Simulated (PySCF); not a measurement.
nitrogen atom (N), quartet. Base run: CCSD/def2-TZVP in PySCF.

The PySCF input:
```python
from pyscf import gto, scf, cc

mol = gto.Mole()
mol.atom = '''
    N     0.00000000    0.00000000    0.00000000
'''
mol.basis = 'def2-tzvp'
mol.spin = 3
mol.verbose = 4
mol.build()

mf = scf.UHF(mol)
mf.kernel()

mycc = cc.CCSD(mf)
mycc.kernel()
print('E(CCSD) = %.10f' % mycc.e_tot)
```

The base run was repeated with changes; each row names its change, and settings that it needs were set with it.

```
change                ΔE vs base (mEh)  MP2 correlation (Eh)  CC correlation without the perturbative part (Eh)  basis functions
--------------------  ----------------  --------------------  -------------------------------------------------  ---------------
base                             0.000              -0.11213                                           -0.12879               31
frozen = 1                         [?]                   [?]                                                [?]               31
cc.diis_space = 3                0.000              -0.11213                                           -0.12879               31
cc.conv_tol = 1e-5               0.000              -0.11213                                           -0.12879               31
method = cisd                      [?]                     -                                                  -               31
cc.direct = True                 0.000              -0.11213                                           -0.12879               31
frozen = 2                         [?]                   [?]                                                [?]               31
cc.level_shift = 0.2             0.000              -0.11213                                           -0.12879               31
cc.diis_space = 10               0.000              -0.11213                                           -0.12879               31
method = ccsd(t)                -2.350              -0.11213                                           -0.12879               31
```

Question: Some entries are withheld; supply them.

Answer: 
- frozen = 1, ΔE vs base (mEh): 17.860
- frozen = 1, MP2 correlation (Eh): -0.09487
- frozen = 1, CC correlation without the perturbative part (Eh): -0.11093
- method = cisd, ΔE vs base (mEh): 1.478
- frozen = 2, ΔE vs base (mEh): 100.9
- frozen = 2, MP2 correlation (Eh): -0.02303
- frozen = 2, CC correlation without the perturbative part (Eh): -0.02785

Open shells are given as the SCF converged; they aren't shown to be the lowest states, and a large step between rows can be another state.
